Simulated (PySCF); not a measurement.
## Spinor energies of Ir⁺ (iridium, charge +1)

Start: [Xe] 4f14 5d6 6s1 6p1; 5d3/2 filled at m_j = +3/2; 5d5/2 filled at m_j = -3/2, -1/2, +1/2, +3/2, +5/2; 6s1/2 filled at m_j = +1/2; 6p3/2 filled at m_j = +3/2. Calculated with PySCF 2.14 in x2c-TZVPall-2c (11s11p10d2f, 108 functions): generalised Hartree-Fock with the X2C-1e Hamiltonian and a Gaussian nucleus; spin-orbit coupling (SO) screened by Boettger's factors. This is a chosen level, not necessarily the ground level.

```
spinor shell  electrons  ε, screened SO (eV)  weight of nominal j (screened SO)  rms radius, screened SO (bohr)
       1s1/2          2             -76521.0                              1.000                          0.0197
       2s1/2          2             -13541.6                              1.000                          0.0795
       2p1/2          2             -12949.9                              1.000                          0.0675
       2p3/2          4             -11316.6                              1.000                          0.0752
       3s1/2          2              -3242.7                              1.000                           0.203
       3p1/2          2              -2978.3                              1.000                           0.195
       3p3/2          4              -2615.0                              1.000                           0.210
       3d3/2          4              -2178.7                              1.000                           0.185
       3d5/2          6              -2100.5                              1.000                           0.189
       4s1/2          2              -736.94                              1.000                           0.450
       4p1/2          2              -624.25                              1.000                           0.456
       4p3/2          4              -537.16                              1.000                           0.490
       4d3/2          4              -352.14                              0.999                           0.507
       5s1/2          2              -128.33                              1.000                            1.05
       4f5/2          6              -97.281                              0.987                           0.586
       4f7/2          8              -93.967                              0.990                           0.586
       5p1/2          2              -91.704                              0.957                            1.15
       5p3/2          4              -74.848                              0.980                            1.23
       5d5/2          5              -26.901                              0.483                            1.71
       5d3/2          1              -22.936                              0.680                            1.71
       6s1/2          1              -20.277                              0.939                            2.79
       6p3/2          1              -11.744                              1.000                            3.73
```

Where does 4d5/2 lie, and what is the 4d spin-orbit splitting (screened SO)?

At -335.19 eV, 16.952 eV above 4d3/2.

| quantity | screened SO |
| --- | --- |
| E (hartree) | -17838.53246 |
| M_J | 6 |
| ⟨J²⟩ | 42.037 |
| ⟨L²⟩ | 13.450 |
| ⟨S²⟩ | 11.219 |

Each row is a mean over spinors that exchange with the open shell spreads, by up to 8.712 eV (5p3/2).

Rows whose weight is well below 1 are mixtures of j = l ± 1/2: exchange outweighs spin-orbit coupling there, and the label is only the starting occupation.

Breit and QED terms are absent; they matter most for the inner s and p1/2 levels.

Densities and radii are taken from the X2C orbitals without a picture-change correction, which distorts them close to the nucleus.
